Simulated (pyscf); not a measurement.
**H₂N–TiH(Cl)–Cl, singlet**

Gas-phase minimum from PySCF at ωB97X-D3(BJ)/def2-SVP, one conformer. 

```xyz
7

N     -1.0870     0.3104    -1.9386
Ti    -0.0511     0.8514    -0.5456
Cl    -1.2089     1.9466     0.9390
Cl     1.8979     1.5492    -1.2224
H     -2.1016     0.2182    -1.9006
H     -0.7257     0.0449    -2.8543
H      0.2574    -0.6089     0.1671
```
Charge 0, spin multiplicity 1.

Bonds (Å): N1–Ti2 1.818, N1–H5 1.020, N1–H6 1.020, Ti2–Cl3 2.178, Ti2–Cl4 2.178, Ti2–H7 1.654. Angles (°): Ti2–N1–H5 124.4, Ti2–N1–H6 124.3, H5–N1–H6 111.3, N1–Ti2–Cl3 111.7, N1–Ti2–Cl4 111.5, N1–Ti2–H7 100.0, Cl3–Ti2–Cl4 121.8, Cl3–Ti2–H7 104.4, Cl4–Ti2–H7 104.5.

Properties at ωB97X-D3(BJ)/def2-SVP:

```yaml
harmonic_wavenumbers_unscaled: 104, 135, 151, 269, 417, 427, 484, 485, 606, 646, 803, 1481, 1835, 3564, 3670 cm⁻¹
zero_point_energy: 21.6 kcal/mol
rotational_symmetry_number: 1
Entropy of this conformer at 298 K and 1 atm, rigid rotor and harmonic oscillator, modes under 100 cm⁻¹ raised to 100: 347.7 J/(mol K)
dipole_moment: 3.18 D
```

Single-point totals, which compare only within one level:

| level | total energy (hartree) |
|---|---|
| ωB97X-D3(BJ)/def2-TZVP | -1826.63834 |
| PBE/def2-TZVP | -1825.97733 |
| r²SCAN/def2-TZVP | -1826.52074 |
| B3LYP-D3(BJ)/def2-TZVP | -1826.69499 |
| PBE0-D3(BJ)/def2-TZVP | -1826.06219 |
| M06-2X/def2-TZVP | -1826.52067 |
| ωB97M-D3(BJ)/def2-TZVP | -1826.76742 |

Soft torsions are taken as harmonic, which can shift the entropy by several J/(mol K).
